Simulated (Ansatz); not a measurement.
TePb, closed-shell singlet (the spin of the measured ground state), most abundant isotopes (129.9062 and 207.9767 u). Constants from fifth-degree fits in 1/R to seven points on the lowest solution found; no spin–orbit coupling, no relativity up to Kr; ω_e x_e and α_e move by some per cent with the fit.

Correlated levels freeze the inner cores; with def2 sets outer-core shells near the valence are correlated too.

Codes used: Ansatz (Gaussian basis) for Hartree–Fock, density functionals and correlated methods. Values without a source in brackets are computed. In def2 rows elements past Kr take small-core potentials, without spin–orbit coupling.

Total energies (hartree; each atom in its lowest state at that level) and vibrational constants (cm⁻¹):

| level | E(TePb) at r_e | E(Te) | E(Pb) | ω_e | ω_e x_e |
|---|---|---|---|---|---|
| PBE/def2-TZVPP | -460.991076 | -267.973098 | -192.864861 | 212 | 0.29 |
| B3LYP/def2-TZVPP | -461.120923 | -268.073869 | -192.905939 | 217 | 0.28 |
| wB97M-V/def2-TZVPP | -460.852361 | -267.959266 | -192.763384 | 240 | 0.26 |
| CCSD(T)/def2-QZVPP | -459.947504 | -267.546964 | -192.254806 | 221 | 0.32 |

**Question.** Work out D_e and D₀ in eV.

**Answer.** 
D_e = E(Te) + E(Pb) − E(molecule), times 27.2114 eV; D₀ = D_e − (ω_e/2 − ω_e x_e/4)/8065.54.
- PBE/def2-TZVPP: D_e = 4.167, zero point 0.013, D₀ = 4.153 eV
- B3LYP/def2-TZVPP: D_e = 3.840, zero point 0.013, D₀ = 3.826 eV
- wB97M-V/def2-TZVPP: D_e = 3.530, zero point 0.015, D₀ = 3.515 eV
- CCSD(T)/def2-QZVPP: D_e = 3.966, zero point 0.014, D₀ = 3.952 eV
No counterpoise correction is made.

Doubts at one or more of the structures used: a restricted determinant that unrestricted orbitals would lower (CCSD(T)/def2-QZVPP).

Ansatz is a program for electronic structure.
